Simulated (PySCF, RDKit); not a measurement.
Noncovalent pair: HF (SMILES F) (first 2 atoms) with C2H4 (SMILES C=C); geometry from B3LYP-D3(BJ)/def2-TZVP, rigid monomers moved along the line of their centres of mass till H2···C3 is 2.55 Å.
(charge 0, multiplicity 1):
```xyz
8

F     -0.2339     0.8565     0.5851
H     -0.1684     0.5554     1.4687
C     -0.5205     0.1403     3.9575
C      0.5216    -0.6137     3.6247
H     -0.3979     1.1599     4.3022
H     -1.5348    -0.2368     3.9065
H      0.3995    -1.6363     3.2888
H      1.5365    -0.2396     3.6845
```

Interaction energies are E(AB) − E(A) − E(B) at the monomers' geometry in the complex; basis-set methods are counterpoise corrected. Rows marked so take none. RDKit's UFF carries no charges.

Rows in 3-21G, 6-31G*, STO-3G carry no dispersion term and start afresh at each structure (6-31G* with six Cartesian d functions).

Programs: PySCF for 3-21G rows, 6-31G* rows, STO-3G rows; RDKit for the force fields. 

**Question.** One of these levels gives -17.7 kJ/mol for the interaction energy. Which one is it?
A. B3LYP/3-21G (no counterpoise)
B. UFF
C. HF/STO-3G (no counterpoise)
D. HF/6-31G* (no counterpoise)

**Answer.** D, HF/6-31G* (no counterpoise). The others give 6.9 (UFF), -4.2 (HF/STO-3G (no counterpoise)), -21.2 (B3LYP/3-21G (no counterpoise))
